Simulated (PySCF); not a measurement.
C6H6O, SMILES C=C=C1C=COC1. Heavy atoms are numbered as in [CH2:1]=[C:2]=[C:3]1[CH:4]=[CH:5][O:6][CH2:7]1. Hydrogens are named by the atom that carries them.

The structure is a stationary point at B3LYP-D3(BJ)/def2-SVP. This is a generated structure with no PubChem entry under its InChIKey; it may be hypothetical. Other conformers were not sampled.

Computed with PBE/pcSseg-1 (PySCF).

GIAO shieldings, no solvent; atoms alike by connectivity are averaged. δ = σ(ref) − σ: ¹³C against TMS (σ = 182.0 ppm); ¹⁷O against H2O (σ = 334.3 ppm); ¹H against TMS (σ = 31.49 ppm), references at their B3LYP-D3(BJ)/def2-TZVP geometries, non-relativistic.

Computed chemical shifts:
```tsv
nucleus	atoms	count	δ (ppm)
¹³C	C2	1	214.2
¹³C	C5 (CH)	1	156.3
¹³C	C3	1	114.1
¹³C	C4 (CH)	1	106.8
¹³C	C1 (CH2)	1	86.7
¹³C	C7 (CH2)	1	79.6
¹⁷O	O6	1	170.7
¹H	H on C5	1	6.53
¹H	H on C1	2	5.72
¹H	H on C4	1	5.60
¹H	H on C7	2	5.27
```
